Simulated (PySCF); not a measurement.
## Two-dimensional NMR puzzle

Compound of formula C5H6F2O2. Correlations simulated from computed shifts and the bond graph:

HSQC (one-bond C–H):
| δH | δC |
| --- | --- |
| 6.84 | 144.6 |
| 4.66 | 83.2 |
| 4.43 | 83.2 |
| 3.95 | 55.6 |

COSY cross peaks (H two or three bonds apart, from the bond graph; peaks can be absent where the dihedral angle is near 90°):
| δH | δH |
| --- | --- |
| 4.66 | 4.43 |

HMBC (two and three bonds, from the bond graph):
| δH | δC |
| --- | --- |
| 6.84 | 158.1, 123.0, 83.2 |
| 4.66 | 158.1, 144.6, 123.0 |
| 4.43 | 158.1, 144.6, 123.0 |
| 3.95 | 123.0 |

Carbons without hydrogens: δ 158.1, 123.0.

Theory: structure optimised with GFN2-xTB, NMR shieldings at PBE0/pcSseg-1/GIAO, in PySCF 2.14 (in vacuum, one averaged value for each set of equivalent atoms, relativity neglected, one computed conformer).

Referencing at the same level of theory: TMS for 1H, 13C.

Exchangeable hydrogens are left out of these lists.

Question: Work out the connectivity.

Answer: `InChI=1S/C5H6F2O2/c1-8-5(7)3-9-2-4(5)6/h2H,3H2,1H3/t5-/m1/s1`.

Mapped SMILES: `[CH3:1][O:2][C@:3]1([F:4])[CH2:5][O:6][CH:7]=[C:8]1[F:9]`; H(Xn) means a hydrogen on atom n. Ha(C5) is pro-R; Hb(C5) is pro-S.

δC 158.1 is C8, a β carbon of an enol-ether or enamine type C=C. δC 144.6 is C7, an alkene carbon bearing oxygen (δH 6.84). δC 123.0 is C3, an allylic fully substituted sp3 carbon bonded to F and O. δC 83.2 is C5, an sp3 CH2 bonded to O (δH 4.43, 4.66). δC 55.6 is C1, a methyl carbon bonded to O (δH 3.95). HMBC from δH 6.84 reaches the proton-free carbons C8, C3. HMBC from δH 4.66 reaches the proton-free carbons C8, C3. HMBC from δH 4.43 reaches the proton-free carbons C8, C3. HMBC from δH 3.95 reaches the proton-free carbon C3. COSY links 4.66–4.43.

The shifts were computed for this structure.

Shifts are as computed. Against solution values, carbons near 30 ppm lie about +3 ppm off and those near 130 ppm about +5 ppm. Of 1309 compounds with measured shifts, 239 miss one by over three times the rms of a fit or turn the order of signals round; such compounds aren't used in these exercises.
